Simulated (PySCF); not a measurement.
## `C#CC(F)=C=CF`, C5H2F2

Molfile (atoms numbered from 1):
```
C5H2F2
     RDKit          3D

  9  8  0  0  0  0  0  0  0  0999 V2000
    2.2163    1.1895    0.6857 C   0  0  0  0  0  0  0  0  0  0  0  0
    1.4408    0.3487    0.3197 C   0  0  0  0  0  0  0  0  0  0  0  0
    0.5280   -0.6434   -0.1143 C   0  0  0  0  0  0  0  0  0  0  0  0
    1.0920   -1.8343   -0.3742 F   0  0  0  0  0  0  0  0  0  0  0  0
   -0.7562   -0.4622   -0.2676 C   0  0  0  0  0  0  0  0  0  0  0  0
   -2.0362   -0.2645   -0.3306 C   0  0  0  0  0  0  0  0  0  0  0  0
   -2.6511    0.1665   -1.4347 F   0  0  0  0  0  0  0  0  0  0  0  0
    2.9024    1.9357    1.0115 H   0  0  0  0  0  0  0  0  0  0  0  0
   -2.7260   -0.4310    0.4907 H   0  0  0  0  0  0  0  0  0  0  0  0
  1  2  3  0
  2  3  1  0
  3  4  1  0
  3  5  2  0
  5  6  2  0
  6  7  1  0
  1  8  1  0
  6  9  1  0
M  END
```

Computed, not measured: TDDFT CAM-B3LYP/def2-TZVPD circular dichroism and optical rotation, one conformer, gas phase (PySCF 2.14.0). Geometry: PBE0-D3(BJ)/def2-TZVP.

No stereocentre is labelled: unless the shape is locked (an allene, a helicene, a hindered biaryl), the mirror image is equally populated and a measured rotation or CD is zero.

Draw the ECD and absorption spectra from the lowest 12 states, each a Gaussian of half-width 0.25 eV at 1/e height.


| E (eV) | λ (nm) | Δε (L mol⁻¹ cm⁻¹) | ε (L mol⁻¹ cm⁻¹) |
| --- | --- | --- | --- |
| 4.50 | 276 | +0.05 | 0.695 |
| 4.65 | 267 | +0.41 | 5.65 |
| 4.80 | 258 | +1.65 | 25.4 |
| 4.95 | 251 | +3.30 | 115 |
| 5.10 | 243 | +3.25 | 789 |
| 5.25 | 236 | +1.51 | 3780 |
| 5.40 | 230 | +0.14 | 9230 |
| 5.55 | 223 | -0.28 | 11000 |
| 5.70 | 218 | -0.33 | 6390 |
| 5.85 | 212 | -0.43 | 1820 |
| 6.00 | 207 | -0.42 | 263 |
| 6.15 | 202 | -0.17 | 25.8 |
| 6.30 | 197 | +0.48 | 20.7 |
| 6.45 | 192 | +2.10 | 243 |
| 6.60 | 188 | +2.19 | 2380 |
| 6.75 | 184 | -7.00 | 13200 |
| 6.90 | 180 | -14.28 | 38800 |
| 7.05 | 176 | +12.06 | 60600 |
| 7.20 | 172 | +42.09 | 51100 |
| 7.35 | 169 | +28.58 | 26700 |
| 7.50 | 165 | +1.41 | 16400 |
| 7.65 | 162 | -10.59 | 15300 |
| 7.80 | 159 | -12.61 | 11300 |
| 7.95 | 156 | -14.53 | 8170 |

Δε uses R in velocity form, ε uses f in length form. Only the states computed contribute, so the short-wavelength end is incomplete.
